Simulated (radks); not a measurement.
Charge is removed step by step from the 2s1/2 level of B+, starting from [He] 2s2. Method: Dirac Kohn-Sham, PBEsol, spin-unpolarised, spherical densities, point nucleus; computed with a radial shooting solver on a logarithmic mesh with Libxc functionals.

removed (e)  E - E(0) (eV)  eigenvalue (eV)  E minus straight line (eV)
0                    0.000          -19.378                       0.000
0.25                 5.204          -22.268                      -1.111
0.5                 11.140          -25.227                      -1.491
0.75                17.822          -28.239                      -1.124
1                   25.262          -31.279                       0.000

Removing the whole electron costs 25.262 eV by Delta-SCF, against 19.378 eV from minus the eigenvalue at the starting occupation. Slater's transition state (half an electron removed) gives 25.227 eV. Integrating minus the eigenvalue over the occupation (Janak's theorem) gives 25.262 eV. The mean slope of the eigenvalue, de/dn, is 11.9 eV per electron. Ionisation energy of B+ in the NIST Atomic Spectra Database: 25.155 eV (measured).

Beside tabulated values, note that spin-unpolarised runs miss the spin-polarisation part of the exchange energy of open shells.
